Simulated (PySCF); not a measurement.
**Dipole response of Re (rhenium, neutral)**

[Xe] 4f14 5d5 6s2, high-spin 6S determinant. Computed with PySCF 2.14 in x2c-TZVPPall with one added diffuse shell each of s, p, d, f type (12s8p8d4f1g, 113 functions), with scalar relativity by spin-free X2C-1e. Coupled (time-dependent) response in atomic units; α is the mean over directions.

```csv
method,mean α (bohr³),C₆ (like pair),S(−4)
BLYP,59.63,691.4,1317
```

S(−4) is the Cauchy moment in α(ω) = α(0) + S(−4) ω² + …

Reference α: 62 ± 3 bohr³ (recommended; Schwerdtfeger and Nagle, table of static dipole polarizabilities (2023 update)). Published C₆: 663.0 (Gould and Bucko (2016)).

α(iu) at BLYP:

```csv
u (hartree),α(iu) (bohr³)
0,59.63
0.0500,56.57
0.100,49.48
0.200,34.75
0.300,24.81
0.500,14.67
0.750,9.191
1.00,6.472
1.50,3.834
2.00,2.574
3.00,1.404
5.00,0.6054
```

Spin-orbit coupling, which splits the p, d and f shells strongly at this Z, is absent.
